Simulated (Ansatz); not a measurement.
Molecule: sum formula BNH₅, net charge 0, doublet state. It need not be the lowest isomer of its formula. SMILES: [BH3-][NH2+]
Coordinates optimised at B3LYP-D3(BJ)/def2-TZVP (Ansatz, a program for electronic structure):
```
B
N 1 1.4529
H 2 1.0091 1 123.80
H 2 1.0095 3 113.27 1 -180.00
H 1 1.1952 2 115.55 3 0.00
H 1 1.2537 5 115.75 2 130.23
H 1 1.2537 5 115.75 6 99.53
```
Charge 0, spin multiplicity 2.

Quantity: atomisation energy (electronic, to ground-state atoms), in kcal/mol. Correlated levels leave the core frozen unless marked. Open shells are spin-unrestricted. Spin-orbit coupling is left out. Non-relativistic. The coupled-cluster limit lacks core correlation, which all-electron functionals hold. Basis-set limits of correlation are two-point, X^-3; Hartree-Fock from the larger set. [CCSD(T)-MP2]/basis is that difference in the basis named.

```csv
level,program,atomisation energy (kcal/mol)
HF/aug-cc-pVTZ,Ansatz,362.4
HSE06/def2-TZVPD,Ansatz,512.1
CAM-B3LYP/def2-TZVPD,Ansatz,517.6
MP2/def2-SVPD,Ansatz,479.9
```

Problem. What does RI-MP2/CBS(aug-cc-pVTZ,aug-cc-pVQZ)+[CCSD(T)-MP2]/aug-cc-pVTZ (Ansatz) give?

Solution. 505.6 kcal/mol, so MP2/def2-SVPD differs from it by -25.7 kcal/mol.
